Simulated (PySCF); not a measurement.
Work out the structure from these simulated measurements.

Formula: C5H5FO2Si.

- 13C NMR: chemical shifts (computed TMS as zero) by class: 162.1 (1 C), 155.6 (1 C), 146.8 (1 C), 139.4 (1 C), 117.8 (1 C) ppm [GIAO PBE0/pcSseg-1]
- 1H NMR: chemical shifts (computed TMS as zero) by class: 7.85 (1 H), 7.74 (1 H), 4.54 (3 H) ppm [GIAO PBE0/pcSseg-1]
- UV, first state: lowest singlet excitation: 5.25 eV (236 nm, f = 0.370) [TDDFT wB97X-D/def2-SVPD]
- Dipole: 4.62 D [wB97X-D/def2-SVPD]
- NMR, other nuclei: isotropic shieldings of nuclei other than C and H, by class: -88 (1 O), 10 (1 O), 149 (1 F), 433 (1 Si) ppm [GIAO PBE0/pcSseg-1]
- Triplet: lowest triplet excitation (Tamm–Dancoff): 3.39 eV [TDA wB97X-D/def2-SVPD]
- Rotational structure: rotational constants A, B, C: 3.848, 0.707, 0.601 GHz [GFN2-xTB]

The electronic properties come from PySCF, for the isolated species, density fitting. Levels stand in brackets. Geometry: GFN2-xTB, one conformer, isolated molecule. GFN2-xTB frequencies show an imaginary mode (21i cm⁻¹), so this geometry is no minimum at that level. Each NMR value is the plain mean over a class of atoms that symmetry, rotation or inversion makes alike.

Problem. What is the compound? Reason from the data.

Solution. Numbering: `[O:1]=[C:2]([F:3])[c:4]1[cH:5][c:6]([SiH3:7])[cH:8][o:9]1`. Its formula, C5H5FO2Si, gives 4 degrees of unsaturation: 1 ring and 3 π bonds in the structure found (Kekulé form). 5 carbons fall into 5 classes; from least to most shielded: aromatic CH next to a ring oxygen [C8] (162.1 ppm), acyl halide carbon [C2] (155.6 ppm), substituted aromatic carbon [C4] (146.8 ppm), aromatic CH carbon [C5] (139.4 ppm), substituted aromatic carbon [C6] (117.8 ppm). Hydrogen classes from least to most shielded: 1 H on an aromatic CH next to a ring oxygen, C8 (7.85 ppm), 1 H on an aromatic CH carbon, C5 (7.74 ppm), 3 H on an SiH3 silicon, Si7 (4.54 ppm). The other shieldings belong to: -88 ppm, carbonyl oxygen [O1]; 10 ppm, furan-type oxygen [O9]; 149 ppm, acyl fluorine [F3]; 433 ppm, SiH3 silicon [Si7]. S1 is mainly HOMO→LUMO (weight 0.97); the largest Löwdin shares of the orbital it empties are 0.25 on a substituted aromatic carbon, 0.24 on the aromatic CH next to a ring oxygen, 0.15 on a substituted aromatic carbon and 0.09 on the aromatic CH carbon, of the orbital it fills 0.18 on the acyl halide carbon, 0.16 on the carbonyl oxygen, 0.15 on the aromatic CH carbon and 0.13 on the aromatic CH next to a ring oxygen. By its constants the optimised geometry is an asymmetric top. Structure: `O=C(F)c1cc([SiH3])co1`. Computed isomers that give other values at the same levels: `O=C(F)c1ccc([SiH3])o1` (13C chemical shifts (computed TMS as zero) by class: 166.7 (1 C), 155.9 (1 C), 151.5 (1 C), 132.6 (1 C), 130.8 (1 C) ppm). The assignments are read from this structure; whether some other isomer fits the data as well wasn't checked.

Conformer computed: `[O:1]=[C:2]([F:3])[c:4]1[cH:5][c:6]([SiH3:7])[cH:8][o:9]1`: O1–C2–C4–C5 180°.
